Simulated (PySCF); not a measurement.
## How methods differ on the excitation energy of F²⁺

F²⁺ [He] 2s2 2p3 (4S) → F²⁺ [He] 2s2 2p2 3s1 (4P), as a difference of total energies. Computed with PySCF 2.14 in dyall-av3z, with scalar relativity by spin-free X2C-1e. Correlated levels: valence: 1s2 frozen; virtual orbitals above 40 to 60 times the deepest correlated orbital energy dropped. The calculations carry no spin-orbit coupling.

| method | excitation energy (cm⁻¹) |
| --- | --- |
| UHF | 316570 |
| LDA | 318780 |
| PBE | 315860 |
| PBE0 | 317460 |
| r2SCAN | 321790 |
| BP86 | 316500 |
| BHandHLYP | 317280 |
| LC-wPBE | 319190 |
| HSE06 | 317340 |
| MP2 (valence) | 318510 |
| SCS-MP2 (valence) | 316820 |

A first-order spin-orbit estimate (lowest level to lowest level, LS coupling) adds -0.045 eV.

The promoted electron is Rydberg-like, and one or two diffuse shells describe it only roughly, which tends to raise the upper state.
